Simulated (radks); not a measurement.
Question: Coherent X-ray form factor from a spherical all-electron density. Method: non-relativistic Kohn-Sham, r2SCAN, spin-polarised, spherical densities, point nucleus; meta-GGA in the generalised Kohn-Sham scheme; computed with a radial shooting solver on a logarithmic mesh with Libxc functionals.

| sin(theta)/lambda (1/angstrom) | f0 (electrons) |
|---|---|
| 0.05 | 0.945 |
| 0.1 | 0.806 |
| 0.15 | 0.636 |
| 0.2 | 0.477 |
| 0.25 | 0.348 |
| 0.3 | 0.251 |
| 0.4 | 0.132 |
| 0.5 | 0.072 |
| 0.6 | 0.042 |
| 0.8 | 0.016 |
| 1 | 0.007 |
| 1.25 | 0.003 |
| 1.5 | 0.002 |
| 2 | 0.001 |

The species is in the configuration that NIST lists as its ground one. Which atom or ion scatters so?

Answer: Neutral hydrogen, 1s1. Extrapolating in s^2 from the first two rows gives f0(0) = 1.0, near the electron count 1; among species with that count, the fall with angle is slower the higher Z, and the table is that of Z = 1; from so few rows the species is fixed only to a neighbour or two.
